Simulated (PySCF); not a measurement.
```xyz
23

C      2.3640    -0.5110     1.3543
C      1.3169     0.5739     1.0631
Si    -0.0509    -0.0047    -0.0613
O     -0.8815    -1.3095     0.5293
C     -1.9189    -1.2779     1.4819
O      0.6590    -0.4742    -1.4800
C     -0.0047    -1.1642    -2.5179
O     -1.2049     1.1705    -0.3060
C     -0.9599     2.4538    -0.8299
H      3.1517    -0.1499     2.0350
H      2.8470    -0.8473     0.4239
H      1.8985    -1.3958     1.8173
H      0.8545     0.9328     2.0003
H      1.7942     1.4591     0.6061
H     -1.5304    -1.0897     2.5006
H     -2.6637    -0.4977     1.2479
H     -2.4251    -2.2563     1.4888
H     -0.4833    -2.0868    -2.1466
H     -0.7849    -0.5383    -2.9882
H      0.7327    -1.4352    -3.2896
H     -1.9238     2.9511    -1.0229
H     -0.3988     2.4119    -1.7816
H     -0.3877     3.0854    -0.1246
```

Charge 0, multiplicity 1.

### Question
Give the Mulliken and meta-Löwdin atomic charges from TPSSh-D3(BJ)/def2-TZVP // B3LYP-D3(BJ)/def2-SVP (PySCF).

### Answer

```csv
atom,Mulliken (e),meta-Löwdin (e)
C1,-0.36,-0.30
C2,-0.30,-0.47
Si3,0.67,1.46
O4,-0.35,-0.62
C5,-0.20,-0.09
O6,-0.36,-0.62
C7,-0.19,-0.09
O8,-0.35,-0.63
C9,-0.21,-0.09
H10,0.11,0.10
H11,0.13,0.11
H12,0.12,0.11
H13,0.10,0.11
H14,0.10,0.11
H15,0.11,0.09
H16,0.13,0.10
H17,0.12,0.11
H18,0.13,0.10
H19,0.11,0.10
H20,0.12,0.11
H21,0.13,0.11
H22,0.12,0.10
H23,0.11,0.09
```
